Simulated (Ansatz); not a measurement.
## A relaxation, step by step

CH4BrS (SMILES [Br-].CS) (charge -1), closed shell, PBE0-D4/def2-TZVPD (Ansatz 0.2.0). Settings:

```yaml
hamiltonian: {xc: pbe0, dispersion: d4}
relax: {f_tol: 0.005, max_steps: 200}
```

Start (the SMILES describes the start alone):

```xyz
7
angstrom
Br -0.1734 -0.1678 -2.9084
C 0.3839 0.1706 0.8071
S -1.3012 -0.4676 0.4650
H 0.8830 0.3169 -0.1726
H 0.9681 -0.5527 1.4105
H 0.3421 1.1396 1.3436
H -1.1027 -0.4390 -0.9453
```

| step | energy less the last (meV) | largest force component (eV/Å) |
| --- | --- | --- |
| 1 | 35.5 | 0.558 |
| 2 | 10.2 | 0.328 |
| 3 | 2.0 | 0.078 |
| 4 | 0.8 | 0.076 |
| 5 | 0.1 | 0.045 |
| 6 | 0.0 | 0.012 |
| 7 | 0.0 | 0.007 |
| 8 | 0.0 | 0.000 |

Step 2, positions (Å) and forces (eV/Å):

```csv
atom,x,y,z,Fx,Fy,Fz
Br1,-0.171,-0.164,-2.913,0.028,0.009,-0.048
C2,0.384,0.170,0.804,-0.047,-0.017,0.000
S3,-1.290,-0.463,0.467,0.256,0.086,-0.258
H4,0.873,0.311,-0.167,-0.067,-0.018,0.142
H5,0.958,-0.547,1.403,-0.081,0.104,-0.087
H6,0.338,1.129,1.334,0.008,-0.138,-0.078
H7,-1.093,-0.437,-0.927,-0.097,-0.025,0.328
```

Step 3, positions (Å) and forces (eV/Å):

```
atom       x       y       z      Fx      Fy      Fz
 Br1  -0.155  -0.160  -2.932   0.022   0.008  -0.028
  C2   0.384   0.170   0.803  -0.078  -0.030  -0.027
  S3  -1.282  -0.459   0.471   0.007   0.003  -0.011
  H4   0.869   0.311  -0.163   0.034   0.010  -0.050
  H5   0.955  -0.542   1.397   0.031  -0.037   0.027
  H6   0.339   1.123   1.330  -0.001   0.051   0.024
  H7  -1.111  -0.443  -0.906  -0.016  -0.004   0.064
```

Step 5, positions (Å) and forces (eV/Å):

```json
{"atom": "Br1", "x": "-0.096", "y": "-0.137", "z": "-2.917", "Fx": "0.002", "Fy": "0.000", "Fz": "-0.003"}
{"atom": "C2", "x": "0.379", "y": "0.168", "z": "0.790", "Fx": "0.027", "Fy": "0.011", "Fz": "0.020"}
{"atom": "S3", "x": "-1.292", "y": "-0.462", "z": "0.498", "Fx": "-0.005", "Fy": "-0.001", "Fz": "0.038"}
{"atom": "H4", "x": "0.847", "y": "0.302", "z": "-0.189", "Fx": "-0.016", "Fy": "-0.006", "Fz": "-0.005"}
{"atom": "H5", "x": "0.963", "y": "-0.542", "z": "1.379", "Fx": "-0.007", "Fy": "0.004", "Fz": "-0.003"}
{"atom": "H6", "x": "0.346", "y": "1.127", "z": "1.311", "Fx": "-0.002", "Fy": "-0.009", "Fz": "-0.003"}
{"atom": "H7", "x": "-1.147", "y": "-0.456", "z": "-0.872", "Fx": "0.001", "Fy": "-0.001", "Fz": "-0.045"}
```

Last step (8):

Br1  (-0.093, -0.137, -2.915)
C2  (0.379, 0.168, 0.790)
S3  (-1.293, -0.462, 0.500)
H4  (0.843, 0.301, -0.191)
H5  (0.964, -0.542, 1.377)
H6  (0.347, 1.127, 1.311)
H7  (-1.148, -0.456, -0.872)
(Å)

The run took about 13 s on 4 CPU threads of an Intel Xeon 6975P-C (shared host).
